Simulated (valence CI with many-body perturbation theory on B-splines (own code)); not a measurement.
**Re IV: electric-dipole lines**

Level of theory: relativistic CI+MBPT: four valence electrons over a frozen Dirac-Fock core [Xe] 4f14, radial functions for each j: 7 s, 7 p, 8 d, 6 f, 4 g, 1 h, with the one-electron correlation potential Σ1, the two-electron term Σ2, the three-electron term Σ3, Breit, model QED; selected CI, second order for the rest, scaled by the run's own slope (own B-spline code, finite nucleus).

Set against measurement, 69 paired levels are off by 865 cm⁻¹ on average, the worst by 2063. These come from a selection out of Brasseur, Gamrath and Quinet, At. Data Nucl. Data Tables 157, 101636 (2024). Levels without a partner in it may be off by more, other configurations by 1,000 to 8,000 cm⁻¹. Among the levels kept, up to 360 cm⁻¹ of a level comes from second order outside the variational space, and about a tenth of that is noise between levels of different J, which matters for small intervals.

Lines 201 to 250 of 573 in falling wavelength, among levels below 166561 cm⁻¹, chosen from the strongest by gf and those to the six lowest levels. Wavelengths and rates use the calculated energies, so an error of 900 cm⁻¹ moves a line at 143.5 nm by 1.3 % and its rate by three times that or more. Electric multipoles are in the length gauge, E1 and E2 with the static RPA response of the core. Weak lines are less certain than strong ones. Lines between different terms over intervals too small for the method are left out, as are lines whose strength nearly cancels. Where a level lies close to another of its J and parity, the split of strength between their lines is uncertain. The highest levels of a list are the least certain.

Names give the largest LS component (configuration and term), which can be under half, so a name can repeat, a term be missing and a line seem to break the LS rules; names also repeat where a configuration has a term twice. Letters in brackets count levels of one name in rising energy.

```
λ vac (nm)             Upper            Lower   A (s⁻¹)  S (a.u.) with core polarisation  S without
     143.5  5d3 6p 3P°_2 [c]  5d3 6s 3D_2 [b]  2.69e+08                         1.96e+00   2.32e+00
     143.4  5d3 6p 1F°_3 [a]  5d3 6s 3F_2 [b]  1.67e+08                         1.70e+00   1.99e+00
     143.4  5d3 6p 3H°_4 [a]      5d3 6s 5F_3  2.47e+08                         3.23e+00   3.82e+00
     143.1  5d3 6p 3G°_4 [c]  5d3 6s 3F_3 [a]  9.35e+07                         1.22e+00   1.42e+00
     143.1  5d3 6p 3F°_4 [e]  5d3 6s 3F_3 [b]  5.38e+08                         6.99e+00   8.22e+00
     142.9  5d3 6p 3F°_4 [e]  5d3 6s 3F_4 [b]  1.78e+08                         2.30e+00   2.70e+00
     142.8  5d3 6p 3F°_2 [e]  5d3 6s 3F_3 [a]  3.25e+08                         2.34e+00   2.74e+00
     142.8  5d3 6p 3G°_5 [d]  5d3 6s 3F_4 [b]  1.81e+08                         2.86e+00   3.37e+00
     142.8  5d3 6p 3F°_4 [b]      5d3 6s 3G_4  1.75e+08                         2.26e+00   2.68e+00
     142.4  5d3 6p 5P°_2 [b]      5d3 6s 5P_1  6.04e+08                         4.30e+00   5.08e+00
     142.2  5d3 6p 3D°_2 [d]  5d3 6s 3F_3 [b]  3.65e+08                         2.59e+00   3.05e+00
     142.1      5d3 6p 5P°_3      5d3 6s 5P_2  2.84e+08                         2.81e+00   3.32e+00
     141.7  5d3 6p 3G°_3 [c]  5d3 6s 3F_3 [a]  1.43e+08                         1.41e+00   1.64e+00
     141.3  5d3 6p 3G°_4 [d]  5d3 6s 3H_5 [b]  2.19e+08                         2.75e+00   3.24e+00
     141.2  5d3 6p 3G°_5 [c]  5d3 6s 3H_5 [b]  4.30e+08                         6.57e+00   7.73e+00
     141.1   5d2 6s 6p 5D°_4  5d3 6s 3D_3 [b]  1.39e+08                         1.74e+00   2.04e+00
     141.0  5d3 6p 3H°_5 [c]      5d3 6s 3G_4  2.73e+08                         4.16e+00   4.91e+00
     140.9  5d3 6p 3F°_2 [c]      5d3 6s 3G_3  2.80e+08                         1.94e+00   2.27e+00
     140.8  5d3 6p 3D°_1 [g]  5d3 6s 3F_2 [b]  4.32e+08                         1.78e+00   2.10e+00
     140.7  5d3 6p 3P°_1 [c]  5d3 6s 3D_1 [b]  2.77e+08                         1.14e+00   1.35e+00
     140.5  5d3 6p 3F°_4 [b]      5d3 6s 3G_3  1.84e+08                         2.27e+00   2.66e+00
     140.5  5d3 6p 3D°_3 [e]  5d3 6s 3D_3 [a]  2.81e+08                         2.70e+00   3.16e+00
     140.3      5d3 6p 5F°_5      5d3 6s 5F_4  4.85e+08                         7.27e+00   8.56e+00
     140.1  5d3 6p 3G°_3 [a]      5d3 6s 5F_2  2.71e+08                         2.57e+00   3.01e+00
     140.1  5d3 6p 5D°_2 [b]      5d3 6s 5F_2  4.61e+08                         3.13e+00   3.69e+00
     140.1  5d3 6p 5F°_3 [b]      5d3 6s 5F_3  4.18e+08                         3.97e+00   4.69e+00
     140.0  5d3 6p 3G°_4 [c]  5d3 6s 3H_5 [a]  1.48e+08                         1.81e+00   2.13e+00
     140.0  5d3 6p 5D°_4 [b]      5d3 6s 5P_3  5.44e+08                         6.63e+00   7.83e+00
     140.0  5d3 6p 3H°_6 [d]  5d3 6s 3H_5 [b]  1.91e+08                         3.36e+00   3.96e+00
     139.5      5d3 6p 5F°_1      5d3 6s 5F_1  8.13e+08                         3.26e+00   3.85e+00
     139.2      5d3 6p 5D°_3      5d3 6s 5P_2  2.81e+08                         2.62e+00   3.06e+00
     139.0  5d3 6p 1H°_5 [a]  5d3 6s 3H_5 [a]  6.57e+07                         9.58e-01   1.13e+00
     138.9  5d3 6p 3F°_3 [d]      5d3 6s 3G_4  1.50e+08                         1.39e+00   1.65e+00
     138.8  5d3 6p 1H°_5 [b]  5d3 6s 3F_4 [a]  1.25e+08                         1.82e+00   2.12e+00
     138.7  5d3 6p 3P°_1 [a]      5d3 6s 5P_1  3.12e+08                         1.23e+00   1.45e+00
     138.6  5d3 6p 3D°_3 [f]  5d3 6s 3P_2 [a]  1.18e+08                         1.08e+00   1.27e+00
     138.2      5d3 6p 5F°_4      5d3 6s 5F_3  3.76e+08                         4.40e+00   5.18e+00
     138.1  5d3 6p 3D°_2 [c]  5d3 6s 3D_2 [a]  2.01e+08                         1.31e+00   1.53e+00
     138.1  5d3 6p 3F°_4 [d]  5d3 6s 3H_5 [b]  1.42e+08                         1.66e+00   1.97e+00
     137.5  5d3 6p 1G°_4 [a]      5d3 6s 5P_3  2.46e+08                         2.84e+00   3.36e+00
     137.5  5d3 6p 1F°_3 [b]  5d3 6s 3F_4 [b]  1.68e+08                         1.51e+00   1.76e+00
     136.9  5d3 6p 3G°_5 [c]      5d3 6s 3H_6  2.88e+08                         4.02e+00   4.72e+00
     136.3  5d3 6p 5D°_2 [b]      5d3 6s 5F_1  3.54e+08                         2.21e+00   2.60e+00
     136.2  5d3 6p 1G°_4 [b]      5d3 6s 1H_5  2.55e+08                         2.86e+00   3.31e+00
     136.0  5d3 6p 3H°_6 [a]      5d3 6s 5F_5  7.48e+07                         1.21e+00   1.43e+00
     135.8  5d3 6p 3H°_5 [a]      5d3 6s 5F_5  2.20e+08                         3.00e+00   3.53e+00
     135.8  5d3 6p 3H°_6 [d]      5d3 6s 3H_6  1.22e+08                         1.95e+00   2.29e+00
     135.7  5d3 6p 3F°_4 [a]      5d3 6s 5F_5  1.25e+08                         1.38e+00   1.64e+00
     135.6  5d3 6p 1H°_5 [b]      5d3 6s 1G_4  8.57e+07                         1.16e+00   1.35e+00
     134.8  5d3 6p 3F°_2 [e]      5d3 6s 5P_3  1.48e+08                         8.97e-01   1.06e+00
```
